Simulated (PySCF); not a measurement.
Assigning NMR signals

Geometry:
```json
{"atom": "Si1", "x (Å)": "-0.392", "y (Å)": "-0.335", "z (Å)": "-1.073"}
{"atom": "O2", "x (Å)": "-0.610", "y (Å)": "-0.300", "z (Å)": "0.582"}
{"atom": "C3", "x (Å)": "-1.703", "y (Å)": "-0.035", "z (Å)": "1.444"}
{"atom": "C4", "x (Å)": "-2.992", "y (Å)": "-0.637", "z (Å)": "0.890"}
{"atom": "C5", "x (Å)": "-1.352", "y (Å)": "-0.689", "z (Å)": "2.776"}
{"atom": "C6", "x (Å)": "-1.850", "y (Å)": "1.475", "z (Å)": "1.617"}
{"atom": "H7", "x (Å)": "-3.829", "y (Å)": "-0.474", "z (Å)": "1.585"}
{"atom": "H8", "x (Å)": "-3.265", "y (Å)": "-0.176", "z (Å)": "-0.073"}
{"atom": "H9", "x (Å)": "-2.878", "y (Å)": "-1.720", "z (Å)": "0.736"}
{"atom": "H10", "x (Å)": "-1.215", "y (Å)": "-1.771", "z (Å)": "2.639"}
{"atom": "H11", "x (Å)": "-2.142", "y (Å)": "-0.523", "z (Å)": "3.524"}
{"atom": "H12", "x (Å)": "-0.410", "y (Å)": "-0.273", "z (Å)": "3.163"}
{"atom": "H13", "x (Å)": "-2.103", "y (Å)": "1.959", "z (Å)": "0.662"}
{"atom": "H14", "x (Å)": "-0.906", "y (Å)": "1.907", "z (Å)": "1.982"}
{"atom": "H15", "x (Å)": "-2.643", "y (Å)": "1.715", "z (Å)": "2.342"}
{"atom": "O16", "x (Å)": "1.239", "y (Å)": "-0.490", "z (Å)": "-1.318"}
{"atom": "C17", "x (Å)": "2.374", "y (Å)": "0.046", "z (Å)": "-0.651"}
{"atom": "C18", "x (Å)": "2.638", "y (Å)": "-0.782", "z (Å)": "0.604"}
{"atom": "C19", "x (Å)": "3.532", "y (Å)": "-0.083", "z (Å)": "-1.634"}
{"atom": "C20", "x (Å)": "2.148", "y (Å)": "1.511", "z (Å)": "-0.286"}
{"atom": "H21", "x (Å)": "3.537", "y (Å)": "-0.427", "z (Å)": "1.132"}
{"atom": "H22", "x (Å)": "1.775", "y (Å)": "-0.721", "z (Å)": "1.282"}
{"atom": "H23", "x (Å)": "2.789", "y (Å)": "-1.837", "z (Å)": "0.331"}
{"atom": "H24", "x (Å)": "3.662", "y (Å)": "-1.136", "z (Å)": "-1.924"}
{"atom": "H25", "x (Å)": "4.472", "y (Å)": "0.280", "z (Å)": "-1.191"}
{"atom": "H26", "x (Å)": "3.324", "y (Å)": "0.499", "z (Å)": "-2.544"}
{"atom": "H27", "x (Å)": "1.303", "y (Å)": "1.609", "z (Å)": "0.412"}
{"atom": "H28", "x (Å)": "1.935", "y (Å)": "2.106", "z (Å)": "-1.188"}
{"atom": "H29", "x (Å)": "3.041", "y (Å)": "1.934", "z (Å)": "0.198"}
{"atom": "C30", "x (Å)": "-1.052", "y (Å)": "1.216", "z (Å)": "-1.890"}
{"atom": "H31", "x (Å)": "-0.764", "y (Å)": "1.221", "z (Å)": "-2.953"}
{"atom": "H32", "x (Å)": "-0.647", "y (Å)": "2.127", "z (Å)": "-1.425"}
{"atom": "H33", "x (Å)": "-2.152", "y (Å)": "1.266", "z (Å)": "-1.842"}
{"atom": "C34", "x (Å)": "-1.140", "y (Å)": "-1.856", "z (Å)": "-1.850"}
{"atom": "H35", "x (Å)": "-0.816", "y (Å)": "-2.758", "z (Å)": "-1.309"}
{"atom": "H36", "x (Å)": "-0.804", "y (Å)": "-1.948", "z (Å)": "-2.895"}
{"atom": "H37", "x (Å)": "-2.240", "y (Å)": "-1.824", "z (Å)": "-1.846"}
```

[PySCF: PBE0-D3(BJ)/def2-SVP structure; NMR shieldings at PBE0/pcSseg-1/GIAO; single conformer; isolated molecule; no relativistic terms; averaged over atoms made equivalent by symmetry, fast rotation or ring inversion]

Scale: 13C, 1H vs TMS (reference shieldings calculated alike).

Task: Assign these signals to the numbered atoms. 13C{1H} NMR (computed): δ 71.5 (C), 33.1 (CH3), 4.1 (CH3).

Result: 
| δ (ppm) | atoms | environment | reason |
| --- | --- | --- | --- |
| 71.5 | C3/C17 | carbon bonded to 3 C, O | – |
| 33.1 | C4/C5/C6/C18/C19/C20 | carbon bonded to C, 3 H | – |
| 4.1 | C30/C34 | carbon bonded to Si, 3 H | – |

Task: Assign these signals to the numbered atoms. 1H NMR (600 MHz, computed): δ 1.29 (s, 18H), 0.12 (s, 6H).

Result: 
```tsv
δ (ppm)	atoms	environment	reason
1.29	H7/H8/H9/H10/H11/H12/H13/H14/H15/H21/H22/H23/H24/H25/H26/H27/H28/H29	hydrogen on a carbon bonded to C	–
0.12	H31/H32/H33/H35/H36/H37	hydrogen on a carbon bonded to Si	–
```

Shifts are as computed. Against solution values, carbons near 30 ppm lie about +2 ppm off and those near 130 ppm about +5 ppm. Of 1313 compounds with measured shifts, 239 miss one by over three times the rms of a fit or turn the order of signals round; such compounds aren't used in these exercises. Multiplicities follow the n + 1 count of equivalent neighbours, as no J values were calculated; m marks all less simple cases, F and P coupling included.
